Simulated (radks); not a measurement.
Q: These are the eigenvalues of the occupied orbitals of an atom or ion with whole-number occupations (eV). Calculated with a radial shooting solver on a logarithmic mesh with Libxc functionals: Dirac Kohn-Sham, PBE, spin-unpolarised, spherical densities, finite nucleus; Fermi nuclear charge, rms radius of each element as measured or else 0.836 A^(1/3) + 0.57 fm.

| orbital | eigenvalue |
|---|---|
| 1s1/2 | -231.3810 |

Which element is it, and in what charge state? The configuration may be excited. Open shells, if any, fill j = l - 1/2 first.

A: Z = 5, boron, charge +3: B3+ in [He]. The 1s level, -8.5031 hartree, gives Z - s = 4.1 by -(Z - s)^2/2, which with screening and relativity narrows Z to a few neighbours, and the depths must fix Z and the occupations together.
